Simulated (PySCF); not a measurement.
## Te²⁺ (tellurium, charge +2) across methods

[Kr] 4d10 5s2 5p2, high-spin 3P determinant. Calculation: PySCF 2.14, in x2c-TZVPPall with one added diffuse shell each of s, p, d, f type (9s7p5d3f, 76 functions); the spin-free X2C one-electron Hamiltonian (Gaussian nucleus).

```json
{"method": "TPSSh", "E (hartree)": "-6792.40", "mean ε 5s α (eV)": "-34.158", "mean ε 5s β (eV)": "-31.956", "mean ε 5p α (eV)": "-23.560", "Σ⟨r²⟩ (bohr²)": "40.21", "⟨S²⟩": "2.002"}
{"method": "LC-wPBE", "E (hartree)": "-6792.20", "mean ε 5s α (eV)": "-38.445", "mean ε 5s β (eV)": "-35.579", "mean ε 5p α (eV)": "-27.069", "Σ⟨r²⟩ (bohr²)": "40.13", "⟨S²⟩": "2.003"}
{"method": "wB97M-V", "E (hartree)": "-6792.23", "mean ε 5s α (eV)": "-37.654", "mean ε 5s β (eV)": "-35.109", "mean ε 5p α (eV)": "-26.378", "Σ⟨r²⟩ (bohr²)": "40.33", "⟨S²⟩": "2.002"}
{"method": "PBE0", "E (hartree)": "-6792.33", "mean ε 5s α (eV)": "-35.130", "mean ε 5s β (eV)": "-32.735", "mean ε 5p α (eV)": "-24.247", "Σ⟨r²⟩ (bohr²)": "40.22", "⟨S²⟩": "2.002"}
{"method": "UHF", "E (hartree)": "-6789.89609", "mean ε 5s α (eV)": "-39.583", "mean ε 5s β (eV)": "-34.541", "mean ε 5p α (eV)": "-27.319", "Σ⟨r²⟩ (bohr²)": "40.69", "⟨S²⟩": "2.008"}
{"method": "r2SCAN", "E (hartree)": "-6792.68", "mean ε 5s α (eV)": "-33.914", "mean ε 5s β (eV)": "-31.726", "mean ε 5p α (eV)": "-23.367", "Σ⟨r²⟩ (bohr²)": "40.21", "⟨S²⟩": "2.003"}
{"method": "HSE06", "E (hartree)": "-6792.25", "mean ε 5s α (eV)": "-34.675", "mean ε 5s β (eV)": "-32.440", "mean ε 5p α (eV)": "-23.800", "Σ⟨r²⟩ (bohr²)": "40.26", "⟨S²⟩": "2.002"}
{"method": "PBE", "E (hartree)": "-6792.24", "mean ε 5s α (eV)": "-33.329", "mean ε 5s β (eV)": "-31.711", "mean ε 5p α (eV)": "-22.964", "Σ⟨r²⟩ (bohr²)": "40.22", "⟨S²⟩": "2.001"}
```

Question: Estimate the same row for LDA.

Answer: E (hartree) = -6786.31; mean ε 5s α (eV) = -33.601; mean ε 5s β (eV) = -32.214; mean ε 5p α (eV) = -23.051; Σ⟨r²⟩ (bohr²) = 40.14; ⟨S²⟩ = 2.001.
